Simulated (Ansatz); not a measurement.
Ansatz results at the PBE0-D4/def2-TZVP geometry: HOMO energy (PBE/def2-TZVPP) -5.97 eV; HOMO–LUMO gap (B3LYP/def2-TZVPP) 5.30 eV; HOMO–LUMO gap (PBE/def2-TZVPP) 3.71 eV.

Each molecule was computed in one conformer, which needn't be the lowest.

(1) Which molecule gave them?
A. `F[Si]S`
B. `N[SiH]`
C. `CC(C)[SiH]`
D. `[SiH3]O[Si]O[SiH3]`

Results:

(1) D. The others give `CC(C)[SiH]`: -5.09, 4.39, 2.87; `N[SiH]`: -5.26, 4.48, 2.93; `F[Si]S`: -6.26, 4.82, 3.30.

B3LYP here is the variant with VWN-RPA as its local correlation; programs differ in this.
